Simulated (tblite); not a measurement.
Compound: C4H8F2O2.
Numbering: `[CH3:1][CH2:2][O:3][CH2:4][O:5][CH:6]([F:7])[F:8]` (hydrogens: H9, H10, H11 on C1; H12, H13 on C2; H14, H15 on C4; H16 on C6)

Computed with GFN2-xTB (tblite), gas phase: L-BFGS steps from a force-field or distance-geometry start until the largest atomic force falls under 0.01 eV/Å.

Step 26: E = -823.0738 eV
```
atom  x, y, z in Å  |  force x, y, z in eV/Å
C1     -2.4784    0.2046   -0.1975    0.017   0.002   0.004
C2     -1.2262   -0.3535    0.4583   -0.006   0.024  -0.013
O3     -0.2245   -0.4978   -0.5512    0.010  -0.044   0.043
C4      0.9684   -1.0167   -0.1072    0.029  -0.005  -0.006
O5      1.7383   -0.0852    0.6487   -0.004   0.016  -0.027
C6      2.1810    0.9740   -0.0681   -0.010   0.021   0.009
F7      2.6511    1.8904    0.7851   -0.014   0.040  -0.014
F8      3.2280    0.6310   -0.8684   -0.027  -0.020   0.033
H9     -2.2692    1.1789   -0.6310   -0.001  -0.011   0.007
H10    -2.8090   -0.4606   -0.9907    0.001   0.005   0.028
H11    -3.2680    0.3066    0.5418    0.013  -0.013  -0.013
H12    -0.8660    0.3229    1.2448    0.006  -0.027  -0.019
H13    -1.4256   -1.3381    0.9085    0.018   0.057  -0.031
H14     0.8370   -1.8636    0.5802   -0.012   0.010  -0.017
H15     1.5386   -1.3259   -0.9918   -0.042  -0.019  -0.029
H16     1.4169    1.4419   -0.7195    0.022  -0.037   0.046
```

Step 27: E = -823.0745 eV
```
atom  x, y, z in Å  |  force x, y, z in eV/Å
C1     -2.4758    0.2053   -0.1966    0.012   0.014  -0.005
C2     -1.2229   -0.3489    0.4607   -0.023   0.017  -0.010
O3     -0.2229   -0.4948   -0.5503    0.009  -0.036   0.059
C4      0.9685   -1.0190   -0.1098    0.042  -0.013   0.004
O5      1.7441   -0.0933    0.6479   -0.020   0.024  -0.024
C6      2.1775    0.9709   -0.0665    0.005   0.022  -0.005
F7      2.6347    1.8946    0.7859   -0.018   0.029  -0.015
F8      3.2308    0.6379   -0.8631   -0.022  -0.012   0.033
H9     -2.2663    1.1783   -0.6317   -0.003   0.012   0.005
H10    -2.8048   -0.4596   -0.9907    0.003  -0.009   0.036
H11    -3.2671    0.3082    0.5408    0.017  -0.015  -0.011
H12    -0.8646    0.3299    1.2466    0.009  -0.040  -0.038
H13    -1.4217   -1.3327    0.9119    0.023   0.050  -0.021
H14     0.8376   -1.8679    0.5746   -0.026   0.001  -0.007
H15     1.5352   -1.3276   -0.9961   -0.029  -0.019  -0.045
H16     1.4101    1.4277   -0.7216    0.020  -0.025   0.046
```

Task: Estimate the geometry and energy of step 28. (The exact step hangs on the optimiser's Hessian estimate; all steps are aligned on step 27, rigid shifts and turns removed.)

Result: E = -823.0752 eV, largest force 0.057 eV/Å
```
atom  x, y, z in Å  |  force x, y, z in eV/Å
C1     -2.4730    0.2063   -0.1958    0.004   0.024  -0.013
C2     -1.2200   -0.3440    0.4632   -0.024   0.004  -0.008
O3     -0.2214   -0.4927   -0.5482    0.008  -0.018   0.043
C4      0.9690   -1.0220   -0.1126    0.038  -0.018   0.011
O5      1.7505   -0.1016    0.6456   -0.028   0.023  -0.007
C6      2.1744    0.9683   -0.0651    0.017   0.014  -0.012
F7      2.6170    1.8993    0.7874   -0.020   0.014  -0.014
F8      3.2344    0.6464   -0.8572   -0.010  -0.003   0.027
H9     -2.2632    1.1779   -0.6325   -0.006   0.038  -0.001
H10    -2.8002   -0.4588   -0.9901    0.004  -0.023   0.034
H11    -3.2661    0.3095    0.5393    0.017  -0.014  -0.004
H12    -0.8628    0.3365    1.2481    0.015  -0.035  -0.042
H13    -1.4179   -1.3263    0.9157    0.019   0.024  -0.002
H14     0.8380   -1.8720    0.5694   -0.031  -0.013   0.007
H15     1.5300   -1.3313   -1.0021   -0.012  -0.014  -0.050
H16     1.4038    1.4134   -0.7231    0.008  -0.003   0.031
```

The energy changes by -0.0007 eV. The first-order estimate −F·Δx gives -0.0010 eV and the mean of the old and new forces, exact on a quadratic surface, -0.0007 eV. The step makes an angle of 81° with the force vector and moves no atom by more than 0.018 Å.

What follows is the cost of the whole relaxation. On one thread, AMD EPYC 9R45 (x86_64), shared host, this took 0.25 s.
